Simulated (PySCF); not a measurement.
Radial density of Nb⁺ (niobium, charge +1)

MN15, [Kr] 4d4, high-spin 5D determinant. Calculation: PySCF 2.14, in x2c-TZVPall (8s6p6d1f, 63 functions); the spin-free X2C one-electron Hamiltonian (Gaussian nucleus).

```json
{"r (bohr)": "0.0385", "4πr²ρ (e/bohr)": "46.44", "4πr²(ρα − ρβ)": "-0.0039"}
{"r (bohr)": "0.0648", "4πr²ρ (e/bohr)": "46.66", "4πr²(ρα − ρβ)": "-0.0027"}
{"r (bohr)": "0.109", "4πr²ρ (e/bohr)": "63.53", "4πr²(ρα − ρβ)": "0.0555"}
{"r (bohr)": "0.183", "4πr²ρ (e/bohr)": "44.06", "4πr²(ρα − ρβ)": "0.2749"}
{"r (bohr)": "0.308", "4πr²ρ (e/bohr)": "45.73", "4πr²(ρα − ρβ)": "0.3720"}
{"r (bohr)": "0.518", "4πr²ρ (e/bohr)": "30.72", "4πr²(ρα − ρβ)": "0.0167"}
{"r (bohr)": "0.872", "4πr²ρ (e/bohr)": "10.42", "4πr²(ρα − ρβ)": "0.7817"}
{"r (bohr)": "1.47", "4πr²ρ (e/bohr)": "7.655", "4πr²(ρα − ρβ)": "2.1271"}
{"r (bohr)": "2.47", "4πr²ρ (e/bohr)": "1.650", "4πr²(ρα − ρβ)": "1.2199"}
{"r (bohr)": "4.15", "4πr²ρ (e/bohr)": "0.1685", "4πr²(ρα − ρβ)": "0.1661"}
{"r (bohr)": "6.98", "4πr²ρ (e/bohr)": "0.002562", "4πr²(ρα − ρβ)": "0.0025"}
```

Densities and radii are taken from the X2C orbitals without a picture-change correction, which distorts them close to the nucleus.

(1) Where is the radial spin density 4πr²(ρα − ρβ) most negative, and why is it negative at all?

Answers

(1) Around r = 0.0385 bohr, down to -0.0039 e/bohr: exchange with the open shell polarises the paired shells in an unrestricted calculation.
